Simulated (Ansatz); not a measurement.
Ansatz (a program for electronic structure) input:

Ansatz 0.2 input:
```yaml
crystal:
  periodic: [false, false, false]
  atoms:
    - {symbol: Te, position_ang: [0.00213962, -0.29871663, 0.24641400]}
    - {symbol: Cl, position_ang: [-2.40903513, -0.51573162, -0.18505640]}
    - {symbol: Cl, position_ang: [0.00038125, 1.95521778, -0.32968611]}
    - {symbol: Cl, position_ang: [2.40210915, -0.52576471, -0.23899445]}
basis:
  gaussian:
    orbitals: def2-TZVPP
magnetization: {spin_polarized: true, initial_magnetization: 1}
correlation: {method: ccsd_t, electrons: outside_noble_gas}
```

Task: What final total energy does it print?

Result: -1646.34447 Eh (CCSD(T)/def2-TZVPP). The basis has 176 functions.

It need not be the lowest isomer of its formula.
